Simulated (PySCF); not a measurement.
## Nuclear quadrupole coupling in `C=N[SiH2][Si@H](NC)OC`

C3H12N2OSi2.
Cartesian coordinates in Å at the GFN2-xTB level; atoms count from 1:
```xyz
20
C3H12N2OSi2 angstrom
C      3.2830   -0.6351   -0.9571
N      2.3737   -0.2951   -0.1730
Si     0.9526   -1.0278    0.4560
Si    -0.7940    0.1234   -0.4981
N     -0.8821    1.6850    0.1938
C      0.2140    2.6159    0.1267
O     -2.2396   -0.4541   -0.0129
C     -2.7299   -1.7302   -0.2511
H      3.3737   -1.6251   -1.4137
H      4.0579    0.0802   -1.2246
H      1.1725   -0.8199    1.8921
H      0.8520   -2.4974    0.2783
H     -0.7823    0.1010   -1.9858
H     -1.7803    2.1445    0.2159
H      1.1447    2.0593    0.2127
H      0.2364    3.1737   -0.8171
H      0.1532    3.3320    0.9483
H     -3.6706   -1.8413    0.2900
H     -2.9132   -1.8842   -1.3184
H     -2.0269   -2.4941    0.0928
```

Field gradients from the PBE0/pcSseg-1 density (PySCF, non-relativistic), principal values in atomic units, ordered |Vxx| ≤ |Vyy| ≤ |Vzz|:

```
atom      Vxx      Vyy      Vzz
  N2   0.1150   0.9306  -1.0457
  N5   0.3532   0.7019  -1.0551
  O7  -0.4471  -1.2630   1.7101
```

Task: Find the asymmetry η = (Vxx − Vyy)/Vzz and the couplings χ = eQV/h (234.96 MHz × Q in barn × V in au), with Q(14N) = 0.02044 b, Q(17O) = −0.0256 b.

Result: 
```tsv
atom	environment	nucleus	η	χzz (MHz)	χxx (MHz)	χyy (MHz)
N2	C=N nitrogen	14N	0.78	-5.02	0.55	4.47
N5	silicon-bound nitrogen	14N	0.33	-5.07	1.70	3.37
O7	silyl ether oxygen	17O	0.48	-10.29	2.69	7.60
```

Task: What is Vzz at N5 in SI units (1 au = 9.71736 × 10²¹ V/m²)?

Result: -1.0551 au = -10.253 × 10²¹ V/m².

Task: And the gradient at the other heavy atoms, for which no coupling is worked out here?

Result: 
| atom | environment | Vzz (au) | η |
| --- | --- | --- | --- |
| C1 | C=N carbon | 0.445 | 0.12 |
| Si3 | SiH2 silicon | 0.357 | 0.74 |
| Si4 | oxygen-bound silicon | 0.384 | 0.30 |
| C6 | N-methyl carbon | 0.238 | 0.18 |
| C8 | methoxy carbon | 0.385 | 0.07 |

Were the hydrogens deuterons (Q(2H) = 0.00286 b), χzz would run from 96 kHz (H13) to 282 kHz (H14).

Isolated species at its GFN2-xTB geometry (one conformer only). GFN2-xTB bond lengths can be off by several hundredths of an ångström, more for odd bonds, and the gradients follow them. A larger basis could move these couplings by a tenth or more.
